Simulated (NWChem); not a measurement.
Everything below was run with NWChem. System: As2, charge 0, spin multiplicity 1, displaced from the optimised geometry.

The NWChem input:

```
start mol
memory heap 100 mb stack 700 mb global 1900 mb
geometry units angstroms nocenter noautoz noautosym
  As     0.000000     0.000000     0.878330
  As     0.000000     0.000000    -1.045631
end
basis spherical
  * library def2-svp
end
scf
  rhf
  nopen 0
  maxiter 100
  thresh 1e-7
  semidirect memsize 60000000 filesize 0
end
tce
  freeze core 18
  cr-ccsd(t)
  2eorb
  2emet 13
  thresh 1e-6
  maxiter 100
  tilesize 24
end
task tce energy
```

The output up to the point where the run's verdict is printed (cleaned and shortened):

```
             Northwest Computational Chemistry Package (NWChem) 7.3.0
             --------------------------------------------------------

                                NWChem Input Module
                                -------------------

 Scaling coordinates for geometry "geometry" by  1.889725989
 (inverse scale =  0.529177249)

                             Geometry "geometry" -> ""
                             -------------------------

 Output coordinates in angstroms (scale by  1.889725989 to convert to a.u.)

  No.       Tag          Charge          X              Y              Z
 ---- ---------------- ---------- -------------- -------------- --------------
    1 As                  33.0000     0.00000000     0.00000000     0.87833000
    2 As                  33.0000     0.00000000     0.00000000    -1.04563100

 Effective nuclear repulsion energy (a.u.)     299.5247950248

            Nuclear Dipole moment (a.u.)
            ----------------------------
        X                 Y               Z
 ---------------- ---------------- ----------------
     0.0000000000     0.0000000000   -10.4330505713


 Summary of "ao basis" -> "" (spherical)
 ------------------------------------------------------------------------------
       Tag                 Description            Shells   Functions and Types
 ---------------- ------------------------------  ------  ---------------------
 *                          def2-svp                  on all atoms

 Summary of "ao basis" -> "ao basis" (spherical)
 ------------------------------------------------------------------------------
       Tag                 Description            Shells   Functions and Types
 ---------------- ------------------------------  ------  ---------------------
 As                         def2-svp                12       32   5s4p3d

                                 NWChem SCF Module
                                 -----------------

  ao basis        = "ao basis"
  functions       =    64
  atoms           =     2
  closed shells   =    33
  open shells     =     0
  charge          =   0.00
[...]
     2   1 1 0      0.000000      0.000000      0.000000
     2   1 0 1      0.000000      0.000000      0.000000
     2   0 2 0    -26.293871      0.000000      0.000000
     2   0 1 1      0.000000      0.000000      0.000000
     2   0 0 2    -26.745384      0.000000    219.758501

                   NWChem Extensible Many-Electron Theory Module
                   ---------------------------------------------


            General Information
            -------------------
      Number of processors :     1
         Wavefunction type : Restricted Hartree-Fock
          No. of electrons :    66
           Alpha electrons :    33
            Beta electrons :    33
           No. of orbitals :   128
            Alpha orbitals :    64
             Beta orbitals :    64
        Alpha frozen cores :    18
         Beta frozen cores :    18
     Alpha frozen virtuals :     0
      Beta frozen virtuals :     0
         Spin multiplicity : singlet
    Number of AO functions :    64
       Number of AO shells :    24
        Use of symmetry is : off
      Symmetry adaption is : off
         Schwarz screening : 0.10D-09

          Correlation Information
          -----------------------
          Calculation type : Coupled-cluster singles & doubles w/ perturbation
   Perturbative correction : Completely renormalized (T)
            Max iterations :      100
        Residual threshold : 0.10D-05
     T(0) DIIS level shift : 0.00D+00
     L(0) DIIS level shift : 0.00D+00
     T(1) DIIS level shift : 0.00D+00
     L(1) DIIS level shift : 0.00D+00
     T(R) DIIS level shift : 0.00D+00
     T(I) DIIS level shift : 0.00D+00
   CC-T/L Amplitude update :  5-th order DIIS
                I/O scheme : Global Array Library
        L-threshold :  0.10D-05
        EOM-threshold :  0.10D-05
 no EOMCCSD initial starts read in
 TCE RESTART OPTIONS
 SLICE:      F
 D4D5:       F
 quantumc:   F
 qrotation:  F
 pwtce:      F
 qducc:      F
 nacto:                         0
 nrotv:                         0
 nrot:                          0

            Memory Information
            ------------------
          Available GA space size is     249032704 doubles
          Available MA space size is     104854188 doubles

 Maximum block size supplied by input
 Maximum block size        24 doubles

 tile_dim =     16

 -------------------------------------------------

 Global array virtual files algorithm will be used

 Parallel file system coherency ......... OK

 4-electron integrals stored in orbital form

 v2    file size   =          1161766
 4-index algorithm nr.  13 is used
 imaxsize =       30
 imaxsize ichop =        0


CCSD iterations
 ---------------------------------------------------------
 Iter          Residuum       Correlation     Cpu    Wall
 ---------------------------------------------------------
    1   0.1711248670435  -0.4455521819244     0.2     0.2
    2   0.0365863298175  -0.4304926465599     0.2     0.2
    3   0.0131510569505  -0.4397546445661     0.2     0.2
    4   0.0061212647836  -0.4400846046420     0.2     0.2
    5   0.0031676826922  -0.4409375279609     0.2     0.2
    6   0.0008929556588  -0.4413639738298     0.2     0.2
    7   0.0003669890401  -0.4413923121770     0.2     0.2
    8   0.0001901991355  -0.4413887304220     0.2     0.2
    9   0.0001064774235  -0.4413902887957     0.2     0.2
   10   0.0000613361213  -0.4413924761922     0.2     0.2
   11   0.0000084016277  -0.4413964906592     0.2     0.2
   12   0.0000027839706  -0.4413965517138     0.2     0.2
   13   0.0000011789935  -0.4413969557825     0.2     0.2
   14   0.0000005722913  -0.4413970254583     0.2     0.2
 -----------------------------------------------------------------
 Iterations converged
 CCSD correlation energy / hartree =        -0.441397025458336
 CCSD total energy / hartree       =     -4468.277267015968391

 Singles contributions

 Doubles contributions
 CR-CCSD(T)
```

The run crashed. NWChem stopped with the message: ccsd_t 3.
